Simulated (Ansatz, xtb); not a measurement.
# Relative energy of two isomers of C7H4O

Structure a: `C#C/C=C\C#CC=O`, a singlet. Structure b: `C#CC=C=C=CC=O`, a singlet. Both are isolated molecules in the gas phase, relaxed with PBE0-D3(BJ)/def2-SVP; each stands in its lowest conformer found.

**Question.** Estimate which is lower in electronic energy at CCSD(T)/def2-SVP + ΔMP2/def2-TZVPP, and by roughly how much.

**Answer.** The CCSD(T)/def2-SVP + ΔMP2/def2-TZVPP calculation puts structure a lower, by 5.4 kcal/mol.

How the difference moves with the method:

```json
{"level": "GFN2-xTB", "geometry": "GFN2-xTB", "E(b) − E(a) (kcal/mol)": "+4.0", "departure from the last row (kcal/mol)": "−1.4", "job, with rough time for the two": "optimisation, 0.15 s"}
{"level": "HF/STO-3G", "geometry": "GFN2-xTB", "E(b) − E(a) (kcal/mol)": "+16.8", "departure from the last row (kcal/mol)": "+11.3", "job, with rough time for the two": "single point, 0.32 s"}
{"level": "r2SCAN-D4/def2-SVP", "geometry": "GFN2-xTB", "E(b) − E(a) (kcal/mol)": "+0.3", "departure from the last row (kcal/mol)": "−5.2", "job, with rough time for the two": "single point, 3 s"}
{"level": "PBE0-D3(BJ)/def2-SVP", "geometry": "PBE0-D3(BJ)/def2-SVP", "E(b) − E(a) (kcal/mol)": "+2.1", "departure from the last row (kcal/mol)": "−3.3", "job, with rough time for the two": "optimisation, 24 s"}
{"level": "HF/def2-SVP", "geometry": "PBE0-D3(BJ)/def2-SVP", "E(b) − E(a) (kcal/mol)": "+8.0", "departure from the last row (kcal/mol)": "+2.6", "job, with rough time for the two": "part of the CCSD(T) run"}
{"level": "MP2/def2-SVP", "geometry": "PBE0-D3(BJ)/def2-SVP", "E(b) − E(a) (kcal/mol)": "+8.7", "departure from the last row (kcal/mol)": "+3.2", "job, with rough time for the two": "part of the CCSD(T) run"}
{"level": "CCSD(T)/def2-SVP", "geometry": "PBE0-D3(BJ)/def2-SVP", "E(b) − E(a) (kcal/mol)": "+5.4", "departure from the last row (kcal/mol)": "0.0", "job, with rough time for the two": "single point"}
{"level": "CCSD(T)/def2-SVP + ΔMP2/def2-TZVPP", "geometry": "PBE0-D3(BJ)/def2-SVP", "E(b) − E(a) (kcal/mol)": "+5.4", "departure from the last row (kcal/mol)": "", "job, with rough time for the two": "single point, 52 s"}
```

As drawn, b has 2 C=C in place of 1 C≡C, 1 C–C.

r2SCAN-D4/def2-SVP finds them nearly level. The largest departure from CCSD(T)/def2-SVP + ΔMP2/def2-TZVPP is that of HF/STO-3G, 11.3 kcal/mol. The last row adds to CCSD(T) the change of the MP2 difference between the two basis sets, here 0.0 kcal/mol.

With thermal terms from frequencies at re-optimised GFN2-xTB minima (ideal gas, soft modes damped towards free rotors, one conformer each, 298.15 K, 1 atm): on the last row, ΔE + ΔZPE = +5.1, ΔH = +5.0, ΔG = +5.3 kcal/mol.

The correlated steps freeze 8 core orbitals. Programs: Ansatz 0.2.0, xtb 6.7.1; the last row on 4 threads of Arm Neoverse V1 on a shared host.
